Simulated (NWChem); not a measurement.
Molecule: CH₆SSi; SMILES S[SiH2]C

```xyz
9

Si     0.5585     0.4754     0.0098
C     -0.7509     1.8153    -0.0640
S     -0.2760    -1.5072    -0.1322
H      1.4773     0.5567    -1.1629
H      1.3578     0.6131     1.2661
H     -1.4293     1.7523     0.8009
H     -0.2815     2.8121    -0.0560
H     -1.3522     1.7186    -0.9804
H     -0.9677    -1.4269     1.0263
```
Atoms are numbered in this order, from 1.

All runs: NWChem. Pople sets run with spherical d functions. All runs use the structure optimised with PBE0/def2-SVP. GIAO values for the isolated, static molecule; σ is the absolute isotropic shielding, δ = σ(reference) − σ with the isolated reference molecule computed at the same levels (13C: tetramethylsilane, 1H: tetramethylsilane, 29Si: tetramethylsilane).

For level Hartree-Fock/6-31G*:

- δ Si1 (ppm): -11.5
- δ C2 (ppm): 0.8
- σ S3 (ppm): 782.7
- δ H5 (ppm): 4.70
- δ H9 (ppm): -0.28

Problem. How do the values read with level B3LYP/6-311G** instead?

Solution. 
* **δ Si1 (ppm)**: -22.2
* **δ C2 (ppm)**: 1.8
* **σ S3 (ppm)**: 703.8
* **δ H5 (ppm)**: 4.96
* **δ H9 (ppm)**: 0.13
